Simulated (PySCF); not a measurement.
An unknown shows these calculated signals:

1H NMR (600 MHz, computed): δ 6.06 (d, 1H), 5.15 (s, 2H), 4.93 (m, 2H), 3.27 (d, 1H), 3.03 (m, 2H), 1.88 (br s, 1H).

13C{1H} NMR (computed): δ 169.8 (C), 126.3 (CH), 98.1 (CH), 90.5 (CH2), 84.2 (C), 37.8 (CH2).

PySCF 2.14 calculation with geometry from GFN2-xTB and NMR shieldings at PBE0/pcSseg-1/GIAO; gas phase, non-relativistic Hamiltonian, fast rotation and ring inversion assumed for equivalent nuclei, a single conformation.

Chemical shifts δ = σref − σ; TMS for 1H and 13C, all at this level.

Which of these does the molecule contain: an amide, a non-aromatic C=C double bond, an OH group, a methoxy group, a C≡C triple bond, an ester?

Results:


- An amide: no.
- A non-aromatic C=C double bond: yes.
- An OH group: yes (δH 1.88 (br s)).
- A methoxy group: no.
- A C≡C triple bond: yes (δC 98.1, 84.2; δH 3.27 (d)).
- An ester: no.

The data belong to `InChI=1S/C6H9FOSi/c1-2-3-6(9-8)4-5-7/h1,3,8H,4-5,9H2/b6-3+`; they needn't prove each group on their own.

Carbon signals by region: 1 in the far downfield region (above 160 ppm), 1 in the sp2 and nitrile region (100–160 ppm), 3 at 50–100 ppm, 1 below 50 ppm. Above 160 ppm: 169.8, fully substituted alkene carbon.

Exchangeable OH/NH protons stand at their gas-phase positions; hydrogen bonding in a real sample shifts them, mostly to higher δ. Splittings by 19F in the carbon and heteronuclear signals aren't shown, as no couplings were computed. Shifts are as computed. Against solution values, carbons near 30 ppm lie about +3 ppm off and those near 130 ppm about +5 ppm. Of 1211 compounds with measured shifts, 218 miss one by over three times the rms of a fit or turn the order of signals round; such compounds aren't used in these exercises. No couplings were computed; multiplicities are counted from neighbouring protons, with m where these are inequivalent, close in shift, in a saturated or five-membered ring or joined by F or P, and br s for small geminal =CH2 splittings.
